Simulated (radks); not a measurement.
The numbers below are computed, except where a source is named.
Ionisation of Dy3+, [Xe] 4f9, to Dy4+, [Xe] 4f8, under several functionals. Scalar-relativistic Kohn-Sham, spin-polarised, spherical densities, finite nucleus; open shells are filled with parallel spins first (spin-orbit coupling, left out, can overturn this in heavy ions); a radial shooting solver on a logarithmic mesh with Libxc functionals. The NIST Atomic Spectra Database gives 41.2 eV (semi-empirical). Rank these functionals by the error of their Delta-SCF ionisation energy: TASK exchange with Perdew-Wang LDA correlation; MS2 meta-GGA; exchange-only r2SCAN.

Answer. From best to worst: MS2 meta-GGA 41.260 eV (+0.030); TASK exchange with Perdew-Wang LDA correlation 40.131 eV (-1.099); exchange-only r2SCAN 38.942 eV (-2.288). Open shells are spherical and high-spin; term and fine-structure splittings are not resolved. Spin-orbit splitting is averaged out at the scalar-relativistic level. No tabulated value is given for the 4+ ions of Nd, Pm and Eu to Yb, where it belongs to another shell than the one emptied here.
